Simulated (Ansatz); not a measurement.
Computed with Ansatz on PBE0-D4/def2-TZVP structures; ΔE is electronic, products minus reactants. CBS: MP2 limit from def2 TZ/QZ plus the TZ coupled-cluster correction, frozen cores. Functionals use def2-TZVPP. B3LYP here is the variant with VWN-RPA as its local correlation; programs differ in this. For Br outer-core shells are correlated without core-valence functions, which leaves a few kJ/mol of doubt a bond. Scalar relativity is left out up to krypton. One conformer a species, not always the lowest.

`O[SiH2][SiH2]Br` + `O[SiH2][SiH3]` → `O[SiH2]O[SiH2][SiH3]` + `[SiH3]Br`  (cleavage of the Si–Si bond)

```
             level  ΔE (kJ/mol)  difference from CCSD(T)/CBS
            PBE-D4       -107.1                         28.5
         r2SCAN-D4       -128.4                          7.2
           PBE0-D4       -117.4                         18.2
          B3LYP-D4       -134.1                          1.5
           ωB97X-V       -132.7                          2.9
           ωB97M-V       -137.5                         -1.9
            B2PLYP       -139.2                         -3.6
               PBE       -106.5                         29.1
            r2SCAN       -127.8                          7.8
              PBE0       -116.8                         18.8
             B3LYP       -133.5                          2.1
     HF/def2-TZVPP       -161.7                        -26.1
    MP2/def2-TZVPP       -143.6                         -8.0
SCS-MP2/def2-TZVPP       -147.4                        -11.8
   CCSD/def2-TZVPP       -141.3                         -5.7
CCSD(T)/def2-TZVPP       -137.8                         -2.2
     HF/def2-QZVPP       -164.3                        -28.7
    MP2/def2-QZVPP       -143.2                         -7.6
SCS-MP2/def2-QZVPP       -146.9                        -11.3
      HF/CBS(def2)       -164.6                        -29.0
     MP2/CBS(def2)       -141.3                         -5.7
    CCSD/CBS(def2)       -139.1                         -3.5
       CCSD(T)/CBS       -135.6                            0
```

Largest T1 diagnostic among the species: 0.012.

In def2-TZVPP, CCSD(T) changes the Hartree–Fock value by +23.9 kJ/mol (the triples alone add +3.5 kJ/mol) and MP2 by +18.1 kJ/mol. From PBE to PBE0 (25 % exact exchange), in def2-TZVPP and without D4, ΔE moves by −10.2 kJ/mol.
